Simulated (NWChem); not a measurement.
# CH4O2Si; SMILES [SiH2](O)C=O

```xyz
8

O     -0.5526     1.7092     0.0000
C      0.5415     1.1629     0.0000
Si     0.5364    -0.7703     0.0000
O     -1.0858    -1.1050     0.0000
H      1.4620     1.7913     0.0000
H      1.2358    -1.2756    -1.2106
H      1.2358    -1.2756     1.2106
H     -1.5847    -0.2660     0.0000
```
Atoms are numbered in this order, from 1.

Program: NWChem. Coordinates come from a B3LYP/6-31G* (spherical d) optimisation. Ions are spin-unrestricted doublets at the neutral geometry; other ion states weren't tried.

For level BHandHLYP/def2-SVP:

| Item | Result |
|---|---|
| −ε(HOMO) (eV) | 8.86 |

Q: Estimate the same quantities for level LRC-wPBEh/def2-SVP.

A: 
| Property | Value |
|---|---|
| −ε(HOMO) (eV) | 9.23 |
